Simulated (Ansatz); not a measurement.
A nudged elastic band was laid between two geometries of BFH2O + CH4O (11 atoms, charge 0, multiplicity 1).

Computed with RKS PBE0-D4/def2-SVP in Ansatz 0.2.0.

```
movable images  : 5
climbing image  : yes
spring          : 5.0 eV/Å²
optimiser       : quadratic models (default)
start path      : through a guess of the saddle point
force threshold : 0.05 eV/Å
iteration limit : 60
end points      : relaxed
```

First end point:

```xyz
11
Properties=species:S:1:pos:R:3
B 0.058 -0.060 -0.050
F 0.079 -0.784 1.106
H 1.104 0.287 -0.541
O -1.031 -0.212 -0.867
H -1.730 -0.708 -0.426
O -0.324 1.644 0.898
C -1.429 2.415 0.474
H -2.377 1.855 0.531
H -1.509 3.339 1.068
H -1.252 2.680 -0.576
H -0.440 1.354 1.811
```

Last end point:

```xyz
11
Properties=species:S:1:pos:R:3
B -0.383 0.223 -0.395
F 0.390 0.858 2.635
H 0.625 -0.438 -0.464
O -1.578 -0.181 -0.884
H -1.540 -1.050 -1.293
O -0.281 1.440 0.212
C -1.403 2.281 0.420
H -2.226 2.030 -0.264
H -1.744 2.169 1.460
H -1.090 3.322 0.257
H 0.377 1.155 1.745
```

**Question.** Which bonds break or form, and what moves?

**Answer.** Bonds broken: B1–F2, O6–H11. Bonds formed: B1–O6, F2–H11. BFH2O + CH4O becomes CH5BO2 + FH.

**Question.** Give the energies along the band, and the barrier.

**Answer.** The forces met the threshold. The highest image is number 3 of 0 to 6, 0.83 eV above the first end and 0.71 eV above the last; the last end lies 0.12 eV above the first. A vibrational analysis at the climbing image gives 2 clearly imaginary modes (903i, 104i cm⁻¹): a point of higher order, so a lower path passes nearby. The orbitals stay closed-shell, which can raise the energy where a bond breaks towards radicals; this wasn't checked here.

| image | path coordinate (Å) | energy (eV) | B1–F2 (Å) | O6–H11 (Å) | B1–O6 (Å) |
| --- | --- | --- | --- | --- | --- |
| 0 | 0.00 | 0.00 | 1.36 | 0.97 | 1.99 |
| 1 | 0.94 | 0.01 | 1.37 | 0.97 | 1.98 |
| 2 | 1.89 | 0.17 | 1.39 | 0.97 | 1.72 |
| 3 | 2.83 | 0.83 | 1.71 | 1.23 | 1.50 |
| 4 | 3.59 | 0.23 | 2.47 | 1.71 | 1.38 |
| 5 | 4.34 | 0.13 | 2.88 | 1.74 | 1.37 |
| 6 | 5.10 | 0.12 | 3.19 | 1.69 | 1.36 |

**Question.** What is the geometry of the highest image?

**Answer.** 
```xyz
11
Properties=species:S:1:pos:R:3:forces:R:3
B -0.209 0.222 0.030 0.00 0.00 -0.01
F 0.135 -0.107 1.671 0.01 0.01 0.01
H 0.792 -0.116 -0.557 0.00 0.00 0.00
O -1.451 -0.250 -0.300 -0.01 -0.02 0.00
H -1.408 -1.078 -0.785 -0.01 0.01 0.00
O -0.233 1.649 0.493 -0.04 0.02 0.03
C -1.393 2.459 0.363 0.05 -0.03 -0.01
H -2.168 1.923 -0.200 0.00 0.00 0.00
H -1.784 2.713 1.359 -0.01 0.01 0.00
H -1.118 3.386 -0.160 0.00 0.01 0.00
H -0.016 1.009 1.516 0.01 -0.01 -0.02
```

The run took 3.3 min on 2 threads of Arm Neoverse V1, on a shared host, peak memory 0.21 GiB.
